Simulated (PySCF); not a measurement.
## Single point on SeN

State: ²Π (doublet), unpaired electrons π ↑.

An equivalent input (the run itself took its basis sets from the Basis Set Exchange, started from a PBE0 density and held the occupation σ 7α 7β, πx 3α 3β, πy 4α 3β, δx 1α 1β, δy 1α 1β):

```python
from pyscf import gto, dft
mol = gto.M(atom='Se 0 0 0; N 0 0 1.661', basis={'Se': 'cc-pVDZ-PP', 'N': 'cc-pVDZ'}, ecp={'Se': 'cc-pVDZ-PP'},
            charge=0, spin=1, verbose=4, symmetry='C2v')
mf = dft.UKS(mol, xc='TPSS')
mf.grids.atom_grid = (80, 434)
mf.grids.prune = dft.gen_grid.treutler_prune
mf.irrep_nelec = {'A1': (8, 8), 'A2': (1, 1), 'B1': (3, 3), 'B2': (4, 3)}
mf.conv_tol = 1e-9
mf.max_cycle = 60
mf.diis_space = 10
mf.kernel()
```

The log (some set-up lines and the per-cycle HOMO/LUMO lines removed):

```
******** <class 'pyscf.dft.uks_symm.SymAdaptedUKS'> ********
method = SymAdaptedUKS
damping factor = 0
level_shift factor = 0
DIIS = <class 'pyscf.scf.diis.CDIIS'>
diis_start_cycle = 1
diis_space = 10
diis_damp = 0
SCF conv_tol = 1e-09
SCF conv_tol_grad = None
SCF max_cycles = 60
number electrons alpha = 16  beta = 15
Set gradient conv threshold to 3.16228e-05
init E= -427.767150871458
cycle= 1 E= -427.767920982365  delta_E= -0.00077  |g|= 0.0358  |ddm|= 0.107
cycle= 2 E= -427.75774521389  delta_E= 0.0102  |g|= 0.14  |ddm|= 0.204
cycle= 3 E= -427.768195443784  delta_E= -0.0105  |g|= 0.0224  |ddm|= 0.189
cycle= 4 E= -427.768506673619  delta_E= -0.000311  |g|= 0.00208  |ddm|= 0.0252
cycle= 5 E= -427.768517852796  delta_E= -1.12e-05  |g|= 0.00105  |ddm|= 0.00983
cycle= 6 E= -427.768525905528  delta_E= -8.05e-06  |g|= 0.000279  |ddm|= 0.0147
cycle= 7 E= -427.768526286362  delta_E= -3.81e-07  |g|= 0.000143  |ddm|= 0.00352
cycle= 8 E= -427.768526303637  delta_E= -1.73e-08  |g|= 1.77e-05  |ddm|= 0.000403
cycle= 9 E= -427.768526304145  delta_E= -5.08e-10  |g|= 3.43e-06  |ddm|= 0.000104
Extra cycle  E= -427.768526304143  delta_E= 1.82e-12  |g|= 4.94e-06  |ddm|= 1.72e-05
converged SCF energy = -427.768526304143  <S^2> = 0.75643126  2S+1 = 2.006421
```

Repeating this along the bond gives Re = 1.678 Å and ωe = 940 cm⁻¹.

A point of this curve took 0.75 CPU seconds beside 0.12 for the integrals, on Arm Neoverse V2 (shared host).

Spin–orbit coupling is left out. The state was picked by a PBE0 search and need not be the measured ground state.
